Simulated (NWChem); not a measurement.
Molecule: SiHCl$_{3}$; SMILES Cl[SiH](Cl)Cl

Program: NWChem. Pople sets run with spherical d functions. The geometry was optimised at PBE0/def2-SVP. B3LYP is NWChem's, with the RPA form of VWN correlation.

Task: Taking B3LYP/aug-cc-pVTZ as the yardstick, which of these has the fewest basis functions while keeping “highest occupied level (eV)” within 0.1 eV of it: B3LYP/6-31+G*; B3LYP/3-21G; B3LYP/STO-3G; B3LYP/6-31G*; B3LYP/def2-SVPD; B3LYP/def2-TZVP; B3LYP/def2-SVP; B3LYP/6-311++G**?

Result: B3LYP/6-31G* (a larger set in the list lies outside the tolerance).
| level | basis functions | highest occupied level (eV) |
|---|---|---|
| B3LYP/STO-3G | 37 | -7.45 |
| B3LYP/3-21G | 54 | -9.44 |
| B3LYP/6-31G* | 74 | -9.11 |
| B3LYP/def2-SVP | 77 | -8.86 |
| B3LYP/6-31+G* | 90 | -9.19 |
| B3LYP/def2-SVPD | 113 | -9.19 |
| B3LYP/6-311++G** | 127 | -9.21 |
| B3LYP/def2-TZVP | 154 | -9.08 |
| B3LYP/aug-cc-pVTZ | 223 | -9.14 |

The yardstick is one finite set, not the basis-set limit.
